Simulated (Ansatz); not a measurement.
Steps of a relaxation of CH₃OSbZn with RKS PBE0-D4/def2-TZVP.

```sh
$ ansatz run in.yaml --threads 4 --pin off --events-out ev --progress --plain --max-ram 10444MiB
```

```yaml
crystal:
  periodic: [false, false, false]
  atoms:
    - {symbol: O, position_ang: [-1.377400, 0.635800, -0.278630]}
    - {symbol: Sb, position_ang: [0.395050, 0.741550, -1.359450]}
    - {symbol: C, position_ang: [1.044230, -0.364960, 0.241750]}
    - {symbol: Zn, position_ang: [-0.893030, -1.384080, 0.702960]}
    - {symbol: H, position_ang: [-2.112210, 1.125860, -0.647590]}
    - {symbol: H, position_ang: [1.987240, -0.890800, 0.145120]}
    - {symbol: H, position_ang: [0.956120, 0.136640, 1.195840]}
basis:
  gaussian: {orbitals: def2-TZVP}
hamiltonian: {xc: pbe0, dispersion: d4}
relax: {f_tol: 0.005, max_steps: 150}
```

Positions (Å) and forces (eV/Å) along the path, 18 of 25 steps:

```xyz
7
step=1 energy=-58080.4606 eV
O    -1.377    0.636   -0.279    0.588    0.066   -0.234
Sb    0.395    0.742   -1.359   -0.535   -0.237    0.451
C     1.044   -0.365    0.242   -0.008    0.147   -0.238
Zn   -0.893   -1.384    0.703    0.199    0.120   -0.147
H    -2.112    1.126   -0.648   -0.273    0.076   -0.086
H     1.987   -0.891    0.145    0.074   -0.205    0.028
H     0.956    0.137    1.196   -0.045    0.034    0.225
7
step=3 energy=-58080.4976 eV
O    -1.387    0.686   -0.271   -0.064    0.118   -0.118
Sb    0.361    0.753   -1.329   -0.028   -0.020    0.055
C     1.066   -0.341    0.255   -0.039   -0.103   -0.009
Zn   -0.860   -1.336    0.686    0.059    0.007   -0.009
H    -2.155    1.074   -0.709    0.092   -0.074    0.074
H     1.965   -0.943    0.124   -0.034    0.059    0.007
H     1.010    0.108    1.244    0.014    0.012   -0.001
7
step=4 energy=-58080.4989 eV
O    -1.386    0.690   -0.271   -0.005    0.058   -0.039
Sb    0.361    0.750   -1.326   -0.008    0.001    0.009
C     1.062   -0.347    0.256   -0.035   -0.048   -0.001
Zn   -0.860   -1.337    0.686    0.050   -0.003    0.001
H    -2.154    1.072   -0.709    0.005   -0.024    0.017
H     1.967   -0.938    0.123   -0.013    0.014    0.006
H     1.010    0.109    1.242    0.005    0.003    0.007
7
step=5 energy=-58080.5000 eV
O    -1.384    0.703   -0.270   -0.002    0.007    0.019
Sb    0.361    0.753   -1.323    0.011    0.013   -0.020
C     1.057   -0.351    0.257   -0.020   -0.011    0.009
Zn   -0.851   -1.335    0.688    0.013   -0.013    0.004
H    -2.157    1.063   -0.716   -0.022    0.008   -0.016
H     1.962   -0.939    0.120    0.013   -0.010    0.005
H     1.012    0.106    1.244    0.006    0.005   -0.001
7
step=6 energy=-58080.4999 eV rejected
O    -1.386    0.710   -0.268   -0.001   -0.004    0.001
Sb    0.360    0.757   -1.321   -0.006    0.000    0.000
C     1.054   -0.352    0.261    0.008   -0.017   -0.031
Zn   -0.846   -1.342    0.687    0.016    0.020    0.013
H    -2.159    1.060   -0.722    0.000    0.006   -0.005
H     1.956   -0.945    0.120    0.011    0.004   -0.003
H     1.022    0.112    1.243   -0.028   -0.009    0.025
7
step=7 energy=-58080.5002 eV
O    -1.386    0.708   -0.269    0.001    0.004    0.003
Sb    0.360    0.755   -1.323   -0.003    0.002    0.003
C     1.055   -0.353    0.258   -0.004    0.000   -0.008
Zn   -0.846   -1.338    0.690    0.004   -0.005    0.003
H    -2.159    1.063   -0.719    0.001    0.001   -0.006
H     1.961   -0.940    0.120    0.002   -0.004    0.002
H     1.014    0.107    1.243    0.000    0.003    0.003
7
step=8 energy=-58080.5003 eV
O    -1.386    0.714   -0.267    0.002    0.006   -0.009
Sb    0.357    0.753   -1.323    0.005   -0.006    0.014
C     1.054   -0.354    0.257    0.005    0.008   -0.016
Zn   -0.843   -1.347    0.694   -0.002   -0.006    0.004
H    -2.156    1.066   -0.724   -0.006   -0.001    0.004
H     1.962   -0.938    0.120   -0.004   -0.002    0.002
H     1.011    0.106    1.242   -0.001    0.001    0.001
7
step=9 energy=-58080.5003 eV
O    -1.387    0.719   -0.267    0.012    0.004   -0.011
Sb    0.355    0.752   -1.322    0.000   -0.008    0.010
C     1.055   -0.354    0.256    0.002    0.013   -0.005
Zn   -0.840   -1.356    0.699   -0.003   -0.006    0.002
H    -2.155    1.070   -0.728   -0.005   -0.001    0.006
H     1.964   -0.937    0.120   -0.004    0.001    0.000
H     1.008    0.105    1.241   -0.001   -0.003   -0.002
7
step=11 energy=-58080.5024 eV
O    -1.385    0.768   -0.260   -0.016    0.057   -0.110
Sb    0.328    0.725   -1.329    0.027   -0.042    0.068
C     1.053   -0.352    0.244    0.033    0.069   -0.011
Zn   -0.815   -1.457    0.745   -0.006   -0.044    0.020
H    -2.132    1.123   -0.753    0.006   -0.022    0.072
H     1.984   -0.906    0.123   -0.042    0.004    0.001
H     0.966    0.100    1.230   -0.003   -0.022   -0.039
7
step=12 energy=-58080.5091 eV
O    -1.387    0.817   -0.252   -0.148    0.187   -0.303
Sb    0.304    0.711   -1.329    0.100   -0.068    0.087
C     1.049   -0.353    0.234    0.141    0.151   -0.019
Zn   -0.785   -1.547    0.793   -0.064   -0.171    0.082
H    -2.112    1.164   -0.790    0.075   -0.076    0.229
H     1.995   -0.885    0.120   -0.107    0.027    0.010
H     0.935    0.093    1.223    0.003   -0.050   -0.085
7
step=13 energy=-58080.5661 eV
O    -1.390    0.896   -0.254   -0.247    0.326   -0.568
Sb    0.273    0.686   -1.337    0.097   -0.242    0.270
C     1.051   -0.347    0.214    0.172    0.286    0.075
Zn   -0.750   -1.715    0.889    0.004   -0.144    0.016
H    -2.083    1.247   -0.837    0.166   -0.142    0.436
H     2.022   -0.842    0.115   -0.229    0.060    0.026
H     0.877    0.074    1.210    0.037   -0.143   -0.254
7
step=14 energy=-58080.6192 eV
O    -1.394    1.000   -0.273   -0.069    0.213   -0.536
Sb    0.242    0.629   -1.347   -0.022   -0.144    0.228
C     1.063   -0.329    0.203    0.055    0.364    0.344
Zn   -0.700   -1.889    0.961    0.015   -0.157    0.042
H    -2.079    1.338   -0.870    0.173   -0.104    0.365
H     2.045   -0.806    0.120   -0.275    0.073    0.019
H     0.822    0.057    1.206    0.123   -0.244   -0.462
7
step=15 energy=-58080.6766 eV
O    -1.375    1.090   -0.307   -0.042    0.121   -0.185
Sb    0.220    0.594   -1.363    0.026   -0.117    0.061
C     1.065   -0.295    0.194   -0.023    0.358    0.589
Zn   -0.647   -2.063    1.034   -0.008   -0.150    0.048
H    -2.074    1.412   -0.886    0.058   -0.005    0.128
H     2.038   -0.786    0.121   -0.210    0.089    0.019
H     0.774    0.048    1.207    0.197   -0.294   -0.659
7
step=16 energy=-58080.7176 eV
O    -1.359    1.180   -0.341    0.179   -0.028    0.052
Sb    0.199    0.554   -1.380   -0.088   -0.006   -0.011
C     1.069   -0.259    0.186   -0.168    0.344    0.908
Zn   -0.601   -2.238    1.106   -0.026   -0.139    0.052
H    -2.071    1.489   -0.903   -0.073    0.064   -0.103
H     2.033   -0.763    0.123   -0.150    0.075    0.014
H     0.730    0.037    1.208    0.327   -0.310   -0.912
7
step=19 energy=-58080.7931 eV
O    -1.366    1.361   -0.417   -0.130    0.099   -0.167
Sb    0.115    0.513   -1.399    0.028   -0.057    0.152
C     0.998   -0.209    0.197    0.019    0.121    0.053
Zn   -0.349   -2.727    1.317    0.000   -0.024    0.002
H    -2.002    1.761   -1.022    0.122   -0.082    0.132
H     1.943   -0.738    0.119   -0.054   -0.019   -0.010
H     0.662    0.039    1.204    0.015   -0.037   -0.163
7
step=20 energy=-58080.7806 eV rejected
O    -1.361    1.394   -0.428    0.069    0.045    0.068
Sb    0.130    0.542   -1.390   -0.036   -0.144    0.021
C     1.014   -0.171    0.205   -0.220    0.118    0.008
Zn   -0.335   -2.801    1.308   -0.007   -0.001    0.005
H    -2.026    1.732   -1.031   -0.002    0.052   -0.050
H     1.874   -0.819    0.132    0.249    0.029   -0.039
H     0.704    0.123    1.203   -0.054   -0.098   -0.013
7
step=21 energy=-58080.7972 eV
O    -1.364    1.391   -0.425    0.004   -0.006   -0.043
Sb    0.106    0.505   -1.393   -0.016    0.024    0.030
C     1.010   -0.181    0.200   -0.042   -0.023    0.049
Zn   -0.338   -2.776    1.329   -0.005   -0.026    0.007
H    -2.004    1.769   -1.033    0.027   -0.010    0.021
H     1.930   -0.750    0.119    0.005    0.017   -0.010
H     0.660    0.043    1.203    0.028    0.023   -0.054
7
step=25 energy=-58080.7995 eV
O    -1.359    1.434   -0.443   -0.003    0.002   -0.001
Sb    0.083    0.491   -1.396   -0.001    0.000   -0.004
C     0.988   -0.173    0.204   -0.001    0.000    0.001
Zn   -0.282   -2.909    1.367    0.000    0.000   -0.001
H    -1.985    1.826   -1.058    0.001    0.000    0.001
H     1.901   -0.753    0.122    0.001   -0.001    0.002
H     0.655    0.083    1.204    0.002   -0.001    0.001
```

Hardware: 4 threads of an Intel Xeon 6975P-C on a shared host. Wall time 44 s, peak host memory 0.53 GiB.
